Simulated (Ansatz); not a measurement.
```xyz
12

C     0.652   -1.574    0.012
Si   -0.168    0.027   -0.511
N     1.059    1.138   -1.023
Al   -1.408    1.081    1.327
Cl   -2.419   -0.213    2.655
H     1.368   -1.408    0.819
H     1.183   -2.027   -0.830
H    -0.098   -2.290    0.358
H    -1.152   -0.337   -1.589
H     0.836    2.116   -1.116
H     1.703    0.860   -1.749
H    -1.555    2.628    1.648
```

The species carries charge 0 and has multiplicity 1.

(1) List the PBE0/def2-TZVPP orbital energies in eV (Ansatz 0.2.0). (Estimate.)

## Answers

(1) The calculation gave: Occupied: -2766.89, -1802.45, -1528.41, -390.87, -277.75, -258.75, -196.99, -196.93, -196.90, -144.73, -114.24, -99.40, -99.38, -99.37, -74.35, -74.20, -74.12, -23.77, -22.38, -19.58, -14.42, -13.77, -11.91, -11.71, -11.36, -10.57, -9.65, -9.37, -9.24, -9.12, -7.69, -7.06. Lowest empty: -1.72, -0.25, 0.36, 1.13, 1.82, 2.16, 2.48, 2.64.
